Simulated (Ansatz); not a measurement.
Basis-set extrapolation for CH6BNSSi (PBE0-D4/def2-TZVP geometry, frozen core, Ansatz 0.2.0). Multiplicity 1, RHF reference.

|  | def2-TZVPP | def2-QZVPP |
| --- | --- | --- |
| HF | -807.026738 | -807.052141 |
| MP2 correlation | -0.775051 | -0.831658 |
| CCSD(T) correlation | -0.864802 | not run |

Energies in hartree. Use E(X) = E(∞) + A·exp(−7.88·√X) for Hartree–Fock and E(X) = E(∞) + B·X^(−2.97) for correlation, with X = 3 and 4, and add CCSD(T) minus MP2 of the smaller set to the MP2 limit.

What is the CCSD(T) energy at the basis-set limit?

HF limit: -807.052141 + (-0.025403) × 0.13774 = -807.05564. MP2 limit: -0.831658 + (-0.056607) × 0.74074 = -0.87359. Higher-order term: -0.864802 − (-0.775051) = -0.08975. Total: -808.01898 hartree, 3.47 eV below CCSD(T)/def2-TZVPP.
